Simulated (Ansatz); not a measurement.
Total energies of the cluster Sr₂O₂ from Ansatz at PBE0-D4/def2-TZVP, gas phase (1 Eh = 27.2114 eV = 2625.5 kJ/mol). The reference geometry is relaxed at PBE-D4/def2-TZVP.

```csv
atom,x (Å),y (Å),z (Å)
Sr1,0.960,0.600,1.166
Sr2,-0.961,-0.600,-1.166
O3,-0.060,1.301,-0.620
O4,0.061,-1.301,0.620
```

| state | geometry | energy (Eh) |
| --- | --- | --- |
| charge 0 singlet | reference | -211.86909 |
| charge 1 doublet | reference | -211.64101 |
| charge 0 triplet | relaxed at PBE-D4/def2-TZVP | -211.80443 |
| charge 0 quintet | relaxed at PBE-D4/def2-TZVP | -211.71042 |
| free Sr atom (singlet) | – | -30.67766 |
| free O atom (triplet) | – | -75.01860 |

In the def2 sets Sr takes a core potential; there is no spin–orbit coupling.

Work out the vertical ionisation energy to the doublet.

E(charge 1 doublet) − E(charge 0 singlet) = -211.64101 − (-211.86909) = 0.22808 Eh = 6.21 eV. For comparison, −ε of the highest occupied level is 4.56 eV at this level, 1.65 eV less.

Which of the charge 0 states is lowest, and how far above it are the others?

The singlet. triplet: -211.80443 − (-211.86909) = 0.06466 Eh = 169.8 kJ/mol; quintet: -211.71042 − (-211.86909) = 0.15867 Eh = 416.6 kJ/mol.

What is the binding energy per atom against free atoms?

Atoms: 2 × (-30.67766) + 2 × (-75.01860) = -211.39252 Eh. Binding: -211.39252 − (-211.86909) = 0.47657 Eh = 12.97 eV, or 3.24 eV for each of 4 atoms (no zero-point energy, no counterpoise term).

The structure comes from a short search, and lower isomers may exist.
